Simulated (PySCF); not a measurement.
**Spin-rotation constants: `[H]/N=C\[C@H](C)[C@H](C#N)OC`, C6H10N2O**

Geometry:
```tsv
atom	x (Å)	y (Å)	z (Å)
C1	2.268	0.253	-1.390
O2	0.901	0.146	-1.078
C3	0.629	0.128	0.306
C4	0.947	1.400	0.943
N5	1.193	2.402	1.433
C6	-0.870	-0.185	0.525
C7	-1.747	0.830	-0.210
C8	-1.156	-1.573	0.009
N9	-1.596	-2.556	0.646
H10	2.696	1.191	-1.020
H11	2.837	-0.587	-0.970
H12	2.331	0.227	-2.476
H13	1.241	-0.651	0.804
H14	-1.070	-0.142	1.603
H15	-1.504	0.826	-1.269
H16	-1.580	1.831	0.184
H17	-2.797	0.576	-0.084
H18	-0.952	-1.718	-1.047
H19	-1.781	-2.390	1.636
```

Level of theory: PySCF, GIAO HF/cc-pVDZ magnetisability, rotational g tensor and spin-rotation constants, non-relativistic, gas phase. Geometry: GFN2-xTB.

Question: Give the nuclear spin-rotation constants along the inertial axes (H = +C I·J) beside the isotropic shieldings.

Answer: Rotational constants 2.2408, 1.1425, 0.9312 GHz. A star marks the isotopologue with that one atom substituted, in its own axes.
| atom | isotope | Caa (kHz) | Cbb (kHz) | Ccc (kHz) | mean (kHz) | σ (ppm) |
| --- | --- | --- | --- | --- | --- | --- |
| N5 | 14N | 0.255 | 0.143 | 0.200 | 0.199 | -18.2 |
| N9 | 14N | 0.340 | 0.236 | 0.137 | 0.238 | -57.4 |
| H10 | 1H | 0.018 | -0.073 | -0.105 | -0.053 | 28.6 |
| H11 | 1H | -0.247 | -0.090 | 0.008 | -0.110 | 29.2 |
| H12 | 1H | -0.249 | -0.034 | -0.025 | -0.102 | 28.5 |
| H13 | 1H | -0.237 | -0.104 | 0.015 | -0.109 | 28.7 |
| H14 | 1H | -0.244 | -0.024 | -0.069 | -0.112 | 30.4 |
| H15 | 1H | -0.248 | -0.052 | -0.042 | -0.114 | 30.6 |
| H16 | 1H | -0.103 | -0.060 | -0.098 | -0.087 | 30.7 |
| H17 | 1H | -0.053 | -0.105 | -0.093 | -0.084 | 31.4 |
| H18 | 1H | -0.232 | 0.045 | -0.029 | -0.072 | 24.6 |
| H19 | 1H | -0.235 | 0.073 | -0.020 | -0.061 | 21.9 |
| C1 | 13C* | 0.326 | 0.184 | 0.169 | 0.226 | 152.6 |
| O2 | 17O* | -0.127 | -0.052 | -0.025 | -0.068 | 343.6 |
| C3 | 13C* | 0.452 | 0.191 | 0.163 | 0.269 | 140.8 |
| C4 | 13C* | 0.362 | 0.256 | 0.379 | 0.333 | 87.3 |
| C6 | 13C* | 0.352 | 0.173 | 0.164 | 0.230 | 155.0 |
| C7 | 13C* | 0.223 | 0.127 | 0.099 | 0.149 | 191.9 |
| C8 | 13C* | 0.706 | 0.503 | 0.254 | 0.488 | 35.3 |

For the geometry as given, no vibrational averaging.
